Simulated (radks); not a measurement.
Initial-state core-level shifts of neutral niobium when its valence configuration changes from [Kr] 4d4 5s1. Method: scalar-relativistic Kohn-Sham, r2SCAN, spin-unpolarised, spherical densities, finite nucleus; meta-GGA in the generalised Kohn-Sham scheme; Fermi nuclear charge, rms radius 4.324 fm; computed with a radial shooting solver on a logarithmic mesh with Libxc functionals. Shifts are changes of the shell-averaged eigenvalues in eV (positive: less bound); the change of the density at the nucleus, which sets a Mossbauer isomer shift, is in e/bohr^3, on a base of 8.402e+04.

4d5: 1s +1.858; 2s +2.001; 3p +1.992; 3d +2.001; density at nucleus -9.961
4d3 5s2: 1s -2.551; 2s -2.742; 3p -2.710; 3d -2.723; density at nucleus +12.908
4d3 5s1 5p1: 1s -3.888; 2s -4.044; 3p -4.022; 3d -4.033; density at nucleus +2.899
4d3.5 5s1 5p0.5: 1s -1.871; 2s -1.940; 3p -1.934; 3d -1.938; density at nucleus +1.309
4d4 5s0.5 5p0.5: 1s -0.660; 2s -0.636; 3p -0.643; 3d -0.641; density at nucleus -4.527
4d3 5p2: 1s -5.121; 2s -5.243; 3p -5.230; 3d -5.239; density at nucleus -7.465
4d4 5p1: 1s -1.277; 2s -1.228; 3p -1.243; 3d -1.239; density at nucleus -9.199
4d3.5 5s1.5: 1s -1.193; 2s -1.282; 3p -1.270; 3d -1.275; density at nucleus +5.994
4d3 5s1.5 5p0.5: 1s -3.238; 2s -3.412; 3p -3.385; 3d -3.397; density at nucleus +7.947
